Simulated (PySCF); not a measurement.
Si(H)(Me)(OH)(NH2) (CH7NOSi), SMILES C[SiH](N)O.

The structure is a stationary point at PBE0-D3(BJ)/def2-SVP. The structure was generated by enumeration, and PubChem lists no compound with its InChIKey, so it may never have been made. One conformer was computed; it need not be the lowest.

Level of theory: PBE0-D3(BJ)/def2-SVP run with PySCF.

Frequencies are harmonic and unscaled.

Computed vibrational spectrum:
```csv
mode,ν (cm⁻¹),IR (km/mol),moving atoms (share of kinetic energy)
1,147,0.4,H 97 %
2,177,17.2,"H 61 %, O 17 %, N 13 %"
3,218,11.5,"H 62 %, C 15 %, O 9 %"
4,229,33.1,"H 59 %, N 18 %, C 10 %"
5,295,32.7,"H 36 %, Si 31 %, O 14 %, N 11 %, C 8 %"
6,351,92.3,"H 74 %, O 13 %"
7,411,177.8,"H 67 %, N 18 %, O 11 %"
8,644,5.2,"H 85 %, C 11 %"
9,673,7.6,"H 40 %, C 38 %, Si 12 %"
10,740,25.5,"H 70 %, C 16 %"
11,810,75.9,"H 54 %, O 33 %"
12,821,9.9,"H 43 %, N 34 %, Si 14 %"
13,854,76.0,"H 72 %, Si 11 %, N 9 %"
14,908,26.6,"H 63 %, O 19 %, Si 14 %"
15,924,227.3,"H 60 %, Si 25 %"
16,957,323.0,"H 45 %, Si 35 %, O 12 %"
17,1265,46.1,"H 76 %, C 23 %"
18,1429,4.1,H 96 %
19,1431,4.5,H 96 %
20,1543,59.3,"H 89 %, N 11 %"
21,2234,179.8,H 97 %
22,3054,1.8,H 97 %
23,3155,5.3,"H 91 %, C 9 %"
24,3166,3.1,"H 91 %, C 9 %"
25,3616,27.1,H 96 %
26,3716,30.5,"H 91 %, N 9 %"
27,3920,75.0,H 94 %
```
